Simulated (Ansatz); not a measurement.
Geometry optimisation, RKS PBE0/def2-SVP (Ansatz).

Input:

```yaml
crystal:
  periodic: [false, false, false]
  atoms:
    - { symbol: Hf, position_ang: [-0.222819, -0.115074, -0.578356] }
    - { symbol: F, position_ang: [-0.727944, 0.977449, 2.353927] }
    - { symbol: F, position_ang: [1.201384, -1.024512, 0.306615] }
    - { symbol: F, position_ang: [0.081554, 1.757116, -0.791529] }
    - { symbol: F, position_ang: [-0.320157, -0.834067, -2.338122] }
    - { symbol: O, position_ang: [-2.017149, -0.49991, 0.270372] }
    - { symbol: Al, position_ang: [-3.527989, -1.322354, 0.363088] }
    - { symbol: H, position_ang: [-3.715696, -2.639835, -0.500722] }
    - { symbol: H, position_ang: [-4.608064, -0.696722, 1.340613] }
    - { symbol: H, position_ang: [-1.55552, 0.659709, 2.087814] }
basis:
  gaussian: { orbitals: def2-SVP }
hamiltonian:
  xc: pbe0
relax:
  f_tol: 0.03
  max_steps: 50
```

Command:

```bash
$ ansatz run input.yaml --threads 4 --pin off --max-ram 5120MiB --backend cpu --events-out ev --progress --plain --runs-dir out
```

Problem. Where does it end, and by what steps?

Solution. The run converged. The force dipped under the threshold on the way, but the program's further checks kept it going. After 47 steps the energy has fallen by 2.210 eV; H9 moved furthest, 2.37 Å. Parted: F2–H10 (0.93 → 2.74 Å). Joined: Hf1–F2 (3.17 → 1.91 Å), F5–Al7 (4.22 → 1.84 Å), O6–H10 (2.20 → 0.96 Å).

| step | energy less start (eV) | largest force component (eV/Å) | accepted |
| --- | --- | --- | --- |
| 0 | 0.0000 | 1.328 | yes |
| 2 | -0.2640 | 0.950 | yes |
| 4 | -0.3837 | 0.213 | yes |
| 6 | -0.4100 | 0.303 | yes |
| 8 | -0.4206 | 0.042 | yes |
| 10 | -0.4233 | 0.039 | yes |
| 12 | -0.4230 | 0.095 | no |
| 14 | -0.4266 | 0.027 | yes |
| 16 | -0.4276 | 0.140 | yes |
| 18 | -0.4394 | 0.200 | yes |
| 20 | -0.5937 | 0.736 | yes |
| 22 | -0.8105 | 0.653 | yes |
| 24 | -0.9396 | 0.792 | yes |
| 26 | -0.9818 | 0.245 | yes |
| 28 | -1.0214 | 0.168 | yes |
| 30 | -1.0787 | 0.487 | yes |
| 32 | -1.2078 | 0.235 | yes |
| 34 | -1.4166 | 0.553 | yes |
| 36 | -1.8189 | 1.743 | yes |
| 38 | -2.0569 | 0.528 | yes |
| 40 | -2.1128 | 0.590 | yes |
| 42 | -2.1635 | 0.495 | yes |
| 44 | -2.2038 | 0.100 | yes |
| 46 | -2.2070 | 0.061 | yes |
| 47 | -2.2095 | 0.015 | yes |

```xyz
10
Properties=species:S:1:pos:R:3
Hf -0.215 0.140 0.170
F 0.058 1.485 1.501
F 1.151 -1.102 0.636
F 0.145 1.102 -1.433
F -1.389 -1.367 -0.785
O -2.202 0.050 0.936
Al -3.056 -1.320 -0.014
H -4.104 -0.739 -1.046
H -3.263 -2.594 0.901
H -2.537 0.607 1.647
```

Whether the end is a true minimum wasn't checked by a vibrational analysis.

Time of the run: 2.7 min on 4 threads of Arm Neoverse V1 (shared host), peak memory 0.36 GiB.
